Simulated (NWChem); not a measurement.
Molecule: C$_{3}$H$_{2}$F$_{2}$; SMILES C=C=C(F)F

```xyz
7

C      0.0000     0.0000     2.1793
C      0.0000     0.0000     0.8725
C      0.0000     0.0000    -0.4292
F      0.0000     1.0930    -1.1908
F      0.0000    -1.0930    -1.1908
H     -0.9262     0.0000     2.7546
H      0.9262     0.0000     2.7546
```
Atoms are numbered in this order, from 1.

All runs: NWChem. Geometry optimised at B3LYP/6-31G*; all other runs use it. Pople sets run with spherical d functions.

```tsv
quantity	level	value
anisotropy (bohr³), static	B3LYP/def2-SVPD	34.8
vertical, lowest excitation, singlet (eV)	B3LYP/def2-SVPD, TDA	4.47
vertical ionisation energy, ΔSCF (eV)	B3LYP/def2-SVP	[?]
solvation free energy (kcal/mol) in n-hexane	B3LYP/6-31G*, SMD	-0.9
dipole (D)	B3LYP/6-31G*	[?]
highest harmonic frequency (cm⁻¹)	B3LYP/6-31G*	[?]
```

Fill in the missing entries.


- vertical ionisation energy, ΔSCF (eV), value: 9.86
- dipole (D), value: 1.74
- highest harmonic frequency (cm⁻¹), value: 3195
